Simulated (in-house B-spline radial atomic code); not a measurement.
Radial electron density of Mn II (Mn+), [Ne] 3s2 (3p1/2)2 (3p3/2)3 (3d5/2)5 4s1 (6f7/2)1. Level of theory: Dirac-Hartree-Fock, average of the jj configuration, Fermi nucleus of rms radius 3.7057 fm; calculated with a B-spline radial code for spherical atoms.

Columns: r (bohr), 4πr²n(r) (electrons per bohr), bar.

```
 0.00273   0.9539 #
  0.0035    1.496 ##
 0.00447    2.306 ###
 0.00571    3.508 #####
 0.00731    5.265 #######
 0.00934    7.704 ##########
  0.0119    10.92 ###############
  0.0153    15.12 ####################
  0.0195    19.78 ###########################
   0.025    24.59 #################################
  0.0319    28.38 ######################################
  0.0408    30.12 #########################################
  0.0522    29.09 #######################################
  0.0667       26 ###################################
  0.0853    23.26 ###############################
   0.109    23.76 ################################
   0.139    28.04 ######################################
   0.178    32.59 ############################################
   0.228    31.67 ###########################################
   0.292    23.78 ################################
   0.373    14.81 ####################
   0.477    11.54 ################
   0.609    13.48 ##################
   0.779    14.28 ###################
   0.996    10.86 ###############
    1.27    5.979 ########
    1.63    2.602 ####
    2.08    1.187 ##
    2.66   0.6018 #
     3.4   0.2596 
    4.35  0.08221 
    5.57   0.0323 
    7.12  0.01298 
     9.1 0.0003336 
    11.6  0.02536 
    14.9  0.02143 
      19 0.004575 
    24.3  0.06314 
    31.1  0.04108 
    39.8 0.004571 
    50.8 8.348e-05 
      65 1.62e-07 
    83.1 2.098e-11
```

On this grid the curve has 5 maxima, near 0.0408, 0.178, 0.779, 11.6, 24.3 bohr.

The 3d5/2 radial function P(r) = rR(r), positive near the nucleus, with its small component Q(r) (sign convention: Q ≈ (P' + κP/r)/2c):

```
r (bohr)         P           Q
   0.025  0.001716  -4.953e-05
  0.0408  0.006582  -0.0001841
  0.0667   0.02364  -0.0006316
   0.109   0.07631   -0.001913
   0.178     0.211    -0.00483
   0.292    0.4764   -0.009588
   0.477    0.8094    -0.01397
   0.779    0.9596    -0.01381
    1.27    0.7384   -0.008545
    2.08    0.3298   -0.003082
     3.4    0.0659  -0.0005235
    5.57  0.003408   -2.43e-05
```
